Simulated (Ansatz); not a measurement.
Molecule: CuCl, charge 0, multiplicity 1. 
Geometry from a B3LYP-D3(BJ)/def2-TZVP (Ansatz, a quantum-chemistry and plane-wave program) optimisation:
```
Cu
Cl 1 2.0922
```
Charge 0, spin multiplicity 1.

Parts of the frozen-core correlation energy in STO-3G (Ansatz, hartree). Frozen orbitals: 14; correlated occupied orbitals by spin: 9 and 9; virtual: 4 and 4. Spin-orbit coupling is left out. No relativistic terms. The restricted reference is unstable. The program attaches cautions to this run: other roots.

| term | value |
|---|---|
| reference (HF) | -2074.96293 |
| MP2 opposite-spin | … |
| MP2 same-spin | -0.00436 |
| CCSD correlation | … |
| (T) | … |
| FCI minus CCSD(T) | -0.00409 |
| T1 diagnostic | 0.064 |
| largest doubles amplitude | 0.769 |

Q: What belongs in the gaps?

A: 
- MP2 opposite-spin, value: -0.03107
- CCSD correlation, value: -0.12907
- (T), value: -0.00347
